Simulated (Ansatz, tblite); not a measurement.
Removing and adding an electron: Sn₂SeF₆ (relaxed from a model of (F3Sn)2Se, whose bonding it doesn't keep). Total charge 0; singlet. Geometry: r2SCAN-D4/def2-SVP. Ansatz, gas phase; energy differences of separate SCF runs; the oxidised species was run as a doublet alone; the reduced species was run as a doublet alone.

Cartesian coordinates in Å:
```
Sn -0.838 -1.654 -0.014
F -2.584 -1.955 -0.732
F 0.070 -3.302 -0.354
F 0.014 -0.302 -1.220
Se -0.392 -0.230 1.954
Sn 0.671 1.387 0.230
F 2.386 0.932 -0.491
F 1.165 2.723 1.530
F -0.493 2.402 -0.903
```

In the def2 sets Sn takes a core potential; there is no spin–orbit coupling. The xTB rows come from tblite. HOMO above LUMO, or a gap near zero within one spin, warns that the state may not be the lowest or that an electron is smeared out.

```csv
level,−HOMO (eV),vertical IE (eV),−LUMO (eV),vertical EA (eV),HOMO–LUMO gap (eV),IE − EA (eV),remarks
GFN1-xTB,13.97,17.04,11.65,8.82,2.31,8.22,–
GFN2-xTB,13.04,15.93,11.44,9.01,1.59,6.93,–
PBE-D4/def2-SVP,7.85,10.84,4.97,2.30,2.89,8.55,"HOMO above zero (-1 doublet), gap within one spin near zero (+1 doublet)"
PBE0-D4/def2-SVP,9.26,11.29,4.26,2.38,5.00,8.91,–
```

   A HOMO above zero means that the electron is unbound at that level or that self-interaction error raises the level; the energy of removing that electron tells which. Raw xTB energy differences between charge states are shifted by several eV; the methods need an empirical correction for them. Sets without diffuse functions give affinities that are too small.
